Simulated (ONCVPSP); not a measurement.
# LDA (Perdew-Zunger) ONCV dataset for hafnium, scalar-relativistic all-electron reference.

The input file (ONCVPSP 4.0.1):

```
# ATOM AND REFERENCE CONFIGURATION
# atsym  z   nc   nv     iexc    psfile
  Hf 72.00   12    2        3      upf
#
#   n    l    f
    1    0    2.00
    2    0    2.00
    2    1    6.00
    3    0    2.00
    3    1    6.00
    3    2   10.00
    4    0    2.00
    4    1    6.00
    4    2   10.00
    4    3   14.00
    5    0    2.00
    5    1    6.00
    5    2    2.00
    6    0    1.00
#
# PSEUDOPOTENTIAL AND OPTIMIZATION
# lmax
    2
#
#   l,   rc,      ep,       ncon, nbas, qcut
    0    2.45    0.00    4    9    2.20
    1    2.45    0.06    4    8    3.50
    2    2.05    0.00    3    7    4.40
#
# LOCAL POTENTIAL
# lloc, lpopt,  rc(5),   dvloc0
    4    5    1.60    0.00
#
# VANDERBILT-KLEINMAN-BYLANDER PROJECTORs
# l, nproj, debl
    0    2    0.50
    1    1    1.70
    2    2    0.40
#
# MODEL CORE CHARGE
# icmod, fcfact, rcfact
    4    0.35    0.00
#
# LOG DERIVATIVE ANALYSIS
# epsh1, epsh2, depsh
   -2.00    5.00    0.02
#
# OUTPUT GRID
# rlmax, drl
    6.00    0.01
#
# TEST CONFIGURATIONS
# ncnf
    4
# nvcnf
#   n    l    f
    2
    5    2    2.00
    6    0    2.00
#
    2
    5    2    2.00
    6    0    0.00
#
    2
    5    2    1.00
    6    0    0.00
#
    3
    5    2    2.00
    6    0    0.00
    6    1    2.00
#
```

Command:

```bash
oncvpsp.x < Hf.dat > Hf.out
```

Output (shortened: citation, most of the input echo, consistency checks and plot data are left out):

```
ONCVPSP  (Optimized Norm-Conservinng Vanderbilt PSeudopotential)
scalar-relativistic version 4.0.1

#   n    l    f        energy (Ha)
    1    0    2.00    -2.3974996E+03
    2    0    2.00    -4.1027414E+02
    2    1    6.00    -3.6041288E+02
    3    0    2.00    -9.3661328E+01
    3    1    6.00    -7.8768049E+01
    3    2   10.00    -6.1110750E+01
    4    0    2.00    -1.9051301E+01
    4    1    6.00    -1.4162980E+01
    4    2   10.00    -7.8460772E+00
    4    3   14.00    -8.8440063E-01
    5    0    2.00    -2.7267225E+00
    5    1    6.00    -1.5706107E+00
    5    2    2.00    -3.4852962E-01
    6    0    1.00    -4.1385571E-01

Reference configufation results
  iterations    38
  all-electron total energy (Ha)   -1.50689043D+04

Begin loop to  construct optimized pseudo wave functions
and semi-local pseudopoentials for all angular momenta

   Wellstate for l =  0  n =  7
     eigenvalue =   0.0861
     asymptotic potential =   0.5861
     half-point radius =  6.6730

Calculating optimized projector #   1

 for l=   0

    Fraction of norm inside rc  0.253552
    Optimizing pswf for qcut=   2.20 a_B^-1,  ecut=   2.41 Ha
    Residual kinetic energy error=  2.62D-03 Ha

    Energy error per electron        Cutoff
         Ha          eV             Ha
         0.01000     0.27211        1.77
         0.00100     0.02721        3.09
         0.00010     0.00272       11.39
         0.00001     0.00027       28.23

Calculating optimized projector #   2

 for l=   0

    Fraction of norm inside rc  0.146958
    Optimizing pswf for qcut=   2.20 a_B^-1,  ecut=   2.41 Ha
    Residual kinetic energy error=  5.99D-03 Ha

    Energy error per electron        Cutoff
         Ha          eV             Ha
         0.01000     0.27211        2.23
         0.00100     0.02721       11.62
         0.00010     0.00272       46.61
         0.00001     0.00027       53.74

WARNING wellstate: moderately localized bound state found for n= 6 l=  1
WARNING scattering state with energy  0.05000000
WARNING will be used for the first projector

   Wellstate for l =  1  n =  7
     eigenvalue =   0.0500
     asymptotic potential =   0.5500
     half-point radius = 10.5252

Calculating optimized projector #   1

 for l=   1

    Fraction of norm inside rc  0.066908
    Optimizing pswf for qcut=   3.51 a_B^-1,  ecut=   6.15 Ha
    Residual kinetic energy error=  1.53D-03 Ha

    Energy error per electron        Cutoff
         Ha          eV             Ha
         0.01000     0.27211        1.07
         0.00100     0.02721        8.50
         0.00010     0.00272       31.98
         0.00001     0.00027       41.11

   Wellstate for l =  2  n =  6
     eigenvalue =   0.0515
     asymptotic potential =   0.5515
     half-point radius =  7.6937

Calculating optimized projector #   1

 for l=   2

    Fraction of norm inside rc  0.489832
    Optimizing pswf for qcut=   4.40 a_B^-1,  ecut=   9.68 Ha
    Residual kinetic energy error=  1.72D-03 Ha

    Energy error per electron        Cutoff
         Ha          eV             Ha
         0.01000     0.27211        7.71
         0.00100     0.02721       11.11
         0.00010     0.00272       41.90
         0.00001     0.00027       74.40

Calculating optimized projector #   2

 for l=   2

    Fraction of norm inside rc  0.124870
    Optimizing pswf for qcut=   4.40 a_B^-1,  ecut=   9.68 Ha
    Residual kinetic energy error=  8.04D-04 Ha

    Energy error per electron        Cutoff
         Ha          eV             Ha
         0.01000     0.27211        6.80
         0.00100     0.02721        9.44
         0.00010     0.00272       17.41
         0.00001     0.00027       59.36

Construct Vanderbilt / Kleinmman-Bylander projectors

B matrix Hermiticity error, ll=   0
   1   2    2.0848E-05

  Orthonormal projector coefficients  7.6973E+00  1.5208E+00

B matrix Hermiticity error, ll=   2
   1   2    2.3677E-05

  Orthonormal projector coefficients -6.0102E+00  2.5834E+00

Model core correction analysis
  based on d2Exc/dn_idn_j

d2excae - all-electron derivatives

   -1.950274D-02   -1.852587D-02
   -1.851672D-02   -3.084236D-02

d2excps - pseudofunction derivatives with no core correction

   -4.728361D-02   -2.747199D-02
   -2.746662D-02   -3.635450D-02

rms 2nd derivative error    1.551044E-02

rmatch, rhocmatch    2.2088    0.2385

Coarse scan for minimum error
  matrix elements: rms 2nd-derivative errors (mHa)
  column index : amplitude prefactor to rhocmatch
  row index : scale prefactor to rmatch

         1.500  2.000  2.500  3.000  3.500  4.000  4.500  5.000  5.500  6.000

  1.0   13.435 12.895 12.403 11.950 11.531 11.141 10.776 10.433 10.109  9.803
  1.1   12.782 12.082 11.447 10.868 10.334  9.840  9.380  8.951  8.548  8.169
  1.2   12.065 11.195 10.414  9.706  9.060  8.467  7.919  7.411  6.939  6.498
  1.3   11.301 10.265  9.346  8.524  7.784  7.114  6.505  5.951  5.446  4.987
  1.4   10.521  9.337  8.309  7.411  6.626  5.939  5.342  4.829  4.396  4.041
  1.5    9.760  8.473  7.396  6.500  5.765  5.180  4.734  4.420  4.227  4.142
  1.6    9.066  7.748  6.718  5.942  5.396  5.056  4.895  4.879  4.974  5.147
  1.7    8.489  7.237  6.371  5.837  5.582  5.546  5.666  5.890  6.176  6.497
  1.8    8.069  6.987  6.380  6.146  6.181  6.390  6.701  7.066  7.454  7.846
  1.9    7.827  6.991  6.675  6.714  6.967  7.335  7.756  8.193  8.627  9.048

Nelder-Mead iteration
 converged in  45 steps
amplitude prefactor, scale prefactor
   47.5147    1.0258

Optimized Teter model core charge

d2excps - pseudofunction derivatives with core correction

   -1.948956D-02   -1.854961D-02
   -1.854011D-02   -3.080757D-02

rms 2nd derivative error    2.497085E-05

Pseudoatom total energy   -2.602058

Diagnostic tests using Vanderbilt-Kleinman-Bylander pseudopotentials
  1 or more projectors used as specified by nproj input data

   l    rcore       rmatch      e in        delta e   norm test  slope test

   0   2.4599389   2.5346280  -0.4138557  -0.0000001   1.0000278   1.0000189
   0   2.4599389   2.5346280   0.0861443   0.0000024   1.0001078   1.0001078

   1   2.4599389   2.5346280   0.0500000   0.0000047   1.0000007   1.0000007

   2   2.0558191   2.1182383  -0.3485296  -0.0000594   1.0000184   0.9995065
   2   2.0558191   2.1182383   0.0514704  -0.0000985   1.0001002   1.0001002

 Testing for bound ghosts
   n   l    E NL Schr. Eq   E Basis Diag.   E Cutoff

       0                       -1.777988     57.21  WARNING - GHOST(-)
   1   0       -0.413856       -0.411404     57.21

       1                       -0.838761     36.23  WARNING - GHOST(-)
   2   1       -0.239374       -0.224323     36.23

   3   2       -0.348589       -0.344939     60.92

 Testing for highly-localized positive-energy ghosts
       l    <radius>/rc     E Basis Diag.   E Cutoff

Test configuration 0

   n   l     f        eae           eps        diff
   1   0  2.0000-2397.49964400
   2   0  2.0000 -410.27414127
   2   1  6.0000 -360.41287900
   3   0  2.0000  -93.66132809
   3   1  6.0000  -78.76804885
   3   2 10.0000  -61.11074960
   4   0  2.0000  -19.05130062
   4   1  6.0000  -14.16298021
   4   2 10.0000   -7.84607719
   4   3 14.0000   -0.88440063
   5   0  2.0000   -2.72672249
   5   1  6.0000   -1.57061067
   5   2  2.0000   -0.34852962   -0.34858902   -5.94D-05
   6   0  1.0000   -0.41385571   -0.41385585   -1.38D-07

    Total energies and differences
      AE_ref= -1.50689043D+04  AE_tst= -1.50689043D+04  dif=  0.00D+00
      PS_ref= -2.60205838D+00  PS_tst= -2.60205838D+00  dif= -1.78D-15
      PSP excitation error=  1.78D-15

Test configuration 1

   n   l     f        eae           eps        diff
   1   0  2.0000-2397.23938568
   2   0  2.0000 -410.01544281
   2   1  6.0000 -360.15410855
   3   0  2.0000  -93.40273149
   3   1  6.0000  -78.50944846
   3   2 10.0000  -60.85222404
   4   0  2.0000  -18.79263522
   4   1  6.0000  -13.90431719
   4   2 10.0000   -7.58747398
   4   3 14.0000   -0.62592610
   5   0  2.0000   -2.46837851
   5   1  6.0000   -1.31229740
   5   2  2.0000   -0.10557078   -0.10577340   -2.03D-04
   6   0  2.0000   -0.19361617   -0.19346010    1.56D-04

    Total energies and differences
      AE_ref= -1.50689043D+04  AE_tst= -1.50692056D+04  dif= -3.01D-01
      PS_ref= -2.60205838D+00  PS_tst= -2.90333784D+00  dif= -3.01D-01
      PSP excitation error=  4.39D-06

Test configuration 2

   n   l     f        eae           eps        diff
   1   0  2.0000-2397.80378109
   2   0  2.0000 -410.57608704
   2   1  6.0000 -360.71494005
   3   0  2.0000  -93.96269441
   3   1  6.0000  -79.06942509
   3   2 10.0000  -61.41208435
   4   0  2.0000  -19.35283103
   4   1  6.0000  -14.46454737
   4   2 10.0000   -8.14761246
   4   3 14.0000   -1.18563945
   5   0  2.0000   -3.02756267
   5   1  6.0000   -1.87017389
   5   2  2.0000   -0.62536326   -0.62672303   -1.36D-03

    Total energies and differences
      AE_ref= -1.50689043D+04  AE_tst= -1.50683713D+04  dif=  5.33D-01
      PS_ref= -2.60205838D+00  PS_tst= -2.06863672D+00  dif=  5.33D-01
      PSP excitation error= -4.64D-04

Test configuration 3

   n   l     f        eae           eps        diff
   1   0  2.0000-2398.25578202
   2   0  2.0000 -411.02968195
   2   1  6.0000 -361.16859342
   3   0  2.0000  -94.41245991
   3   1  6.0000  -79.51922898
   3   2 10.0000  -61.86253634
   4   0  2.0000  -19.80311336
   4   1  6.0000  -14.91518229
   4   2 10.0000   -8.59875045
   4   3 14.0000   -1.63580257
   5   0  2.0000   -3.47554059
   5   1  6.0000   -2.30766281
   5   2  1.0000   -1.00786133   -1.02497980   -1.71D-02

    Total energies and differences
      AE_ref= -1.50689043D+04  AE_tst= -1.50675591D+04  dif=  1.35D+00
      PS_ref= -2.60205838D+00  PS_tst= -1.24809173D+00  dif=  1.35D+00
      PSP excitation error= -8.78D-03

Test configuration 4

   n   l     f        eae           eps        diff
   1   0  2.0000-2397.34556331
   2   0  2.0000 -410.12027052
   2   1  6.0000 -360.25890747
   3   0  2.0000  -93.50758239
   3   1  6.0000  -78.61428739
   3   2 10.0000  -60.95700664
   4   0  2.0000  -18.89775901
   4   1  6.0000  -14.00945706
   4   2 10.0000   -7.69257706
   4   3 14.0000   -0.73089067
   5   0  2.0000   -2.57344350
   5   1  6.0000   -1.41647878
   5   2  2.0000   -0.19066805   -0.19085611   -1.88D-04
   6   1  2.0000   -0.09956199   -0.09926153    3.00D-04

    Total energies and differences
      AE_ref= -1.50689043D+04  AE_tst= -1.50689088D+04  dif= -4.52D-03
      PS_ref= -2.60205838D+00  PS_tst= -2.60582282D+00  dif= -3.76D-03
      PSP excitation error= -7.60D-04
```

Note: ghosts flagged at negative energy: s at -48.4 eV, p at -22.8 eV; no localised positive-energy state flagged. A true bound ghost makes a file unfit for plane-wave use.

The run took about 5.2 s on one core of a shared server CPU.
